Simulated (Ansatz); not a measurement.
Relaxation of CH$_{5}$Cl$_{3}$Si (10 atoms, charge 0, multiplicity 1), to a largest force component of 0.03 eV/Å in at most 50 steps.

All numbers below come from RKS PBE-D4/def2-SVP in Ansatz 0.2.0.

```xyz
10
Properties=species:S:1:pos:R:3
Si -0.108 0.980 0.002
H -1.745 -1.183 -0.293
Cl -1.062 1.135 -1.831
Cl -1.519 1.089 1.516
Cl 1.082 2.677 0.186
H -1.179 -1.575 -0.150
C 0.955 -0.556 0.123
H 2.012 -0.233 0.211
H 0.863 -1.183 -0.784
H 0.701 -1.150 1.021
```

Question: Where does it end, and by what steps?

Answer: It converged. The force dipped under the threshold on the way, but the program's further checks kept it going. After 22 steps the energy has fallen by 0.346 eV; H10 moved furthest, 1.25 Å.

```
step  energy less start (eV)  largest force component (eV/Å)  accepted
   0                  0.0000                           2.247       yes
   1                 -0.1784                           0.294       yes
   2                 -0.2311                           0.125       yes
   3                 -0.2561                           0.146       yes
   4                 -0.2672                           0.105       yes
   5                 -0.2573                           0.451        no
   6                 -0.2686                           0.032       yes
   7                 -0.2742                           0.033       yes
   8                 -0.2779                           0.210       yes
   9                 -0.2776                           0.606        no
  10                 -0.2847                           0.120       yes
  11                 -0.2915                           0.181       yes
  12                 -0.2997                           0.382       yes
  13                 -0.3118                           0.493       yes
  14                 -0.3351                           0.276       yes
  15                 -0.3358                           0.256       yes
  16                 -0.3354                           0.372        no
  17                 -0.3358                           0.379       yes
  18                 -0.3436                           0.013       yes
  19                 -0.3442                           0.108       yes
  20                 -0.3450                           0.041       yes
  21                 -0.3455                           0.003       yes
  22                 -0.3457                           0.019       yes
```

```xyz
10
Properties=species:S:1:pos:R:3
Si 0.040 1.099 0.129
H -2.011 -1.550 -0.969
Cl -0.890 1.120 -1.724
Cl -1.423 1.064 1.591
Cl 1.124 2.852 0.316
H -2.154 -2.169 -0.534
C 1.158 -0.379 0.276
H 1.932 -0.346 -0.516
H 0.568 -1.310 0.166
H 1.656 -0.380 1.266
```

Whether the end is a true minimum wasn't checked by a vibrational analysis.

The run took 54 s on 2 threads of Arm Neoverse V1, with other jobs on the host, peak memory 0.16 GiB.
